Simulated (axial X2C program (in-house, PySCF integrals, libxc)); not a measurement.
## Working with the constants of GeO⁺

A bond curve at the PBE0 level, two-component, was computed with an axial X2C code built on PySCF integrals (basis Ge dyall-cv3z [9s9p7d4f1g], O dyall-av3z [7s6p3d2f] (cores contracted in-house)) for the state Ω = 3/2 (⟨Sz⟩ = 0.50, ⟨Lz⟩ = 1.00 at PBE0). Its fit gives Re = 1.7678 Å, ωe = 744.6 cm⁻¹, ωexe = 3.27 cm⁻¹ and αe = 2.766e-03 cm⁻¹; the masses are 73.9212 and 15.9949 u. Two-component means X2C with spin–orbit coupling and atomic mean-field Coulomb and Gaunt terms.

Problem. Find the reduced mass, Be and the force constant.

Solution. From the PBE0 values: μ = 13.1496 u. Be = 16.8576/(μ Re²) = 0.4102 cm⁻¹. k = 5.8918×10⁻⁷ μ ωe² = 4.3 mdyn/Å.

Problem. Where do the fundamental and the first overtone lie?

Solution. ν(1←0) = ωe − 2ωexe = 738.1 cm⁻¹; ν(2←0) = 2ωe − 6ωexe = 1469.6 cm⁻¹.

Problem. Estimate the centrifugal constant by the Kratzer relation.

Solution. D = 4Be³/ωe² = 4.98e-07 cm⁻¹.

Problem. A Morse curve ties αe to the other constants (Pekeris). How well does that hold?

Solution. αe(Morse) = 6Be²/ωe × (√(ωexe/Be) − 1) = 2.472e-03 cm⁻¹; the PBE0 curve gives 2.766e-03 cm⁻¹, a ratio of 0.89.

The state is one determinant whose occupation by symmetry is held fixed; it was picked as the lowest of a PBE0 search that is not exhaustive. Density functionals use the spin component along the axis (collinear). Other states lie close and PBE0, whose exact exchange favours high spin, may order them wrongly; the determinant shown need not be the ground state. The nearest other 2c determinant of the search, Ω = 1/2, lies 0.04 eV up at the distance of the search. Without a current term, density functionals place determinants with orbital angular momentum somewhat too high.
